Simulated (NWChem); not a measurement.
Species: BeCl, doublet; SMILES [Be][Cl]

```xyz
2

Be     0.0000     0.0000    -1.4690
Cl     0.0000     0.0000     0.3691
```
Atoms are numbered in this order, from 1.

Results from NWChem. Pople sets run with spherical d functions. Spin-unrestricted. Geometry: optimised at PBE0/def2-SVP, spin-unrestricted. This spin state was assumed; another may lie lower. No stability test was run on the SCF state. Vzz is the largest principal value of the second derivative of the potential at the nucleus (NWChem prints the opposite sign); η is the asymmetry. Non-relativistic.

```csv
level,Vzz Be1 (a.u.),η Be1,Vzz Cl2 (a.u.),η Cl2
CAM-B3LYP/6-31G*,-0.146,0.00,0.946,0.00
CAM-B3LYP/def2-SVP,-0.121,0.00,0.868,0.00
UHF/cc-pVTZ,…,0.00,…,0.00
```

Question: Fill in the missing entries.

Answer: 
- UHF/cc-pVTZ, Vzz Be1 (a.u.): -0.172
- UHF/cc-pVTZ, Vzz Cl2 (a.u.): 0.798
